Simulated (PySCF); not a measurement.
# Static response to an electric field

C4H9FO2S.
Numbering: `[CH3:1][C:2]([CH3:3])([F:4])[S:5]([CH3:6])(=[O:7])=[O:8]` (hydrogens: H9, H10, H11 on C1; H12, H13, H14 on C3; H15, H16, H17 on C6)

Geometry (GFN2-xTB, Å), atoms numbered from 1 in this order:
```
atom  x, y, z in Å
C1    -1.3834   -0.7936    1.2494
C2    -0.6336   -0.3553    0.0171
C3    -1.2612    0.7740   -0.7616
F4    -0.3969   -1.4362   -0.8110
S5     1.0746    0.1641    0.5630
C6     2.0858    0.1265   -0.9454
O7     1.5860   -0.8179    1.4748
O8     0.9820    1.5209    1.0324
H9    -0.7931   -1.5395    1.7777
H10   -1.5250    0.0658    1.8984
H11   -2.3504   -1.2174    0.9837
H12   -0.8019    0.8522   -1.7444
H13   -2.3303    0.6139   -0.8894
H14   -1.0938    1.6990   -0.2157
H15    1.9849   -0.8572   -1.3847
H16    3.1092    0.3080   -0.6422
H17    1.7400    0.9047   -1.6119
```

Level: B3LYP/def2-SVPD (PySCF), static field, nuclei fixed, core orbitals frozen in the response. The polarisability tensor in these axes (au):

```
x   84.84  1.21 -2.47
y    1.21 71.06 -2.55
z   -2.47 -2.55 75.49
```

**Question.** Give the principal values, the mean and the anisotropy Δα = √{½[(α1 − α2)² + (α2 − α3)² + (α1 − α3)²]}.

**Answer.** Principal values 69.89, 75.82 and 85.68 au; mean 77.13 au = 11.43 Å³ = 12.72 × 10⁻⁴⁰ C²·m²/J; Δα = 13.81 au (18 % of the mean).

**Question.** What is the dipole moment, and where does it point?

**Answer.** (-1.87, 0.23, -3.15) D, 3.67 D in size, pointing from the negative to the positive side. Measured along this direction, the outermost atoms are O7 at the negative end and H13 and H12 at the positive end.

**Question.** Along which axes do the principal values lie, and how far do the nuclei extend along each?

**Answer.** Largest value along (0.96, 0.13, -0.26), where the nuclei span 5.84 Å; middle along (0.29, -0.39, 0.87), 4.16 Å; least along (-0.01, 0.91, 0.41), 3.45 Å. The response follows the extents in order.

**Question.** What are the principal values of the traceless quadrupole moment, Θ = ½Σq(3rr − r²1), about the centre of nuclear charge?

**Answer.** -12.19, -3.79, 15.97 D·Å. The values depend on the origin, since the dipole doesn't vanish. The electronic extent ⟨r²⟩ about the same centre is 1015 bohr², a root-mean-square distance of 1.96 Å for the 74 electrons.

**Question.** Estimate the molar refractivity from the static electronic polarisability.

**Answer.** Lorentz–Lorenz: R = (4π/3)N_A α = 2.5225 cm³/(mol·Å³) × 11.43 Å³ = 28.8 cm³/mol, in the limit of long wavelengths.

**Question.** How large is μ²/3kT at 298 K beside α?

**Answer.** In Gaussian units μ²/3kT = 109.16 Å³ against 11.43 Å³, a ratio of 9.55; the Debye molar polarisation (4π/3)N_A(α + μ²/3kT) is 304.2 cm³/mol, leaving out the vibrational part.

Geometry: GFN2-xTB, one conformer, isolated molecule.
